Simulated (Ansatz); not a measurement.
Job for Ansatz (an electronic-structure program): R-BLYP/def2-TZVPP on F6HSb. Elements past Kr take the def2 small-core potentials; no spin–orbit coupling.

Ansatz 0.2 input:
```yaml
crystal:
  periodic: [false, false, false]
  atoms:
    - {symbol: Sb, position_ang: [-0.13802944, 0.00000000, 0.54686760]}
    - {symbol: F, position_ang: [1.69132728, 0.00000000, 0.06684122]}
    - {symbol: F, position_ang: [-1.98755231, 0.00000000, 0.27556576]}
    - {symbol: F, position_ang: [-0.12675737, 1.85692576, 0.29587679]}
    - {symbol: F, position_ang: [-0.12675737, -1.85692576, 0.29587679]}
    - {symbol: F, position_ang: [-0.01779839, -0.00000000, 2.40219184]}
    - {symbol: F, position_ang: [-0.10148799, -0.00000000, -1.82660632]}
    - {symbol: H, position_ang: [0.80705559, 0.00000000, -2.05631368]}
basis:
  gaussian:
    orbitals: def2-TZVPP
hamiltonian:
  xc: {name: BLYP}
scf: {lower_state_search: off}
```

Program output:

```
WARN ansatz: RAYON_NUM_THREADS=4 ignored (pool sized by the plan → 4); use --threads N
Functional definition: BLYP
these checks for a lower state are left out or cut short: stability, starts, cluster_reference, orbital_swaps, neighbouring_geometries, increment
integrals: 0.19 GiB planned
1378 factors; their error is unknown
mean field: 1.18 GiB planned
mean field evaluation 1: about -22851.8300 eV, gradient 9.1e1 eV
mean field evaluation 2: about -22809.8417 eV, gradient 2.0e2 eV
mean field evaluation 4: about -22862.8971 eV, gradient 1.0e1 eV
mean field evaluation 8: about -22863.0363 eV, gradient 3.4e-1 eV
mean field evaluation 16: about -22863.0240 eV, gradient 9.1e-4 eV
mean field -22863.02395367 eV, -840.2006331831 hartree, gradient 3.7e-6 eV, S^2 0.000000; 0 other end points of the search recorded, 0 dependent functions left out
reference -22863.02427759 eV, -840.2006450870 hartree; 39, 39 occupied and 211, 211 virtual orbitals, 1378 factors
Total energy: -22863.02427759 eV, -840.2006450870 hartree
Checks for a lower state left out: stability, starts, cluster_reference, orbital_swaps, neighbouring_geometries, increment
```

Self-consistency was reached.

Cost: about 5 core-seconds (a rough figure).
